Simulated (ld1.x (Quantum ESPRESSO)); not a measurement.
**Reading a pseudo-wave (silver (Ag))**

Columns: radius, all-electron u(r) and pseudo u(r) of the 4p shell (level -60.44 eV) of silver in the configuration [Ar] 3d10 4s2 4p6 4d10 5s0.75 5p0; PBEsol, scalar-relativistic, TM scheme, ld1.x (Quantum ESPRESSO) 7.5.

```json
{"r (bohr)": "0.095", "all-electron": "0.3268", "pseudo": "0.0233"}
{"r (bohr)": "0.190", "all-electron": "-0.3790", "pseudo": "0.0929"}
{"r (bohr)": "0.285", "all-electron": "-0.6133", "pseudo": "0.2075"}
{"r (bohr)": "0.380", "all-electron": "-0.3171", "pseudo": "0.3638"}
{"r (bohr)": "0.475", "all-electron": "0.1616", "pseudo": "0.5530"}
{"r (bohr)": "0.570", "all-electron": "0.5977", "pseudo": "0.7561"}
{"r (bohr)": "0.665", "all-electron": "0.9060", "pseudo": "0.9423"}
{"r (bohr)": "0.760", "all-electron": "1.0789", "pseudo": "1.0767"}
{"r (bohr)": "0.855", "all-electron": "1.1404", "pseudo": "1.1362"}
{"r (bohr)": "0.950", "all-electron": "1.1233", "pseudo": "1.1225"}
{"r (bohr)": "1.045", "all-electron": "1.0567", "pseudo": "1.0567"}
{"r (bohr)": "1.140", "all-electron": "0.9633", "pseudo": "0.9633"}
{"r (bohr)": "1.235", "all-electron": "0.8587", "pseudo": "0.8587"}
{"r (bohr)": "1.330", "all-electron": "0.7531", "pseudo": "0.7531"}
{"r (bohr)": "1.425", "all-electron": "0.6524", "pseudo": "0.6524"}
{"r (bohr)": "1.520", "all-electron": "0.5599", "pseudo": "0.5599"}
{"r (bohr)": "1.615", "all-electron": "0.4771", "pseudo": "0.4771"}
{"r (bohr)": "1.710", "all-electron": "0.4042", "pseudo": "0.4042"}
{"r (bohr)": "1.805", "all-electron": "0.3409", "pseudo": "0.3409"}
{"r (bohr)": "1.900", "all-electron": "0.2865", "pseudo": "0.2865"}
{"r (bohr)": "1.995", "all-electron": "0.2400", "pseudo": "0.2400"}
{"r (bohr)": "2.090", "all-electron": "0.2006", "pseudo": "0.2006"}
{"r (bohr)": "2.185", "all-electron": "0.1673", "pseudo": "0.1673"}
{"r (bohr)": "2.280", "all-electron": "0.1393", "pseudo": "0.1393"}
{"r (bohr)": "2.375", "all-electron": "0.1158", "pseudo": "0.1158"}
{"r (bohr)": "2.470", "all-electron": "0.0962", "pseudo": "0.0962"}
```

Problem. How many radial nodes do the two functions have?

Solution. The all-electron 4p function has n − l − 1 = 2; the pseudo-wave has 0, since the states of the same l below it are removed with the core.

Problem. At about which radius was the pseudo-wave matched?

Solution. 1.10 bohr, where the columns begin to agree (steps of 0.10 bohr).

Problem. Where does each function peak?

Solution. Outermost all-electron maximum near 0.85 bohr, pseudo maximum near 0.85 bohr (to the table’s step).

Problem. Is the pseudo-wave norm-conserving?

Solution. Yes: the TM scheme keeps the norm inside the radius equal to the all-electron one, which fixes the energy derivative of the logarithmic derivative at the level.
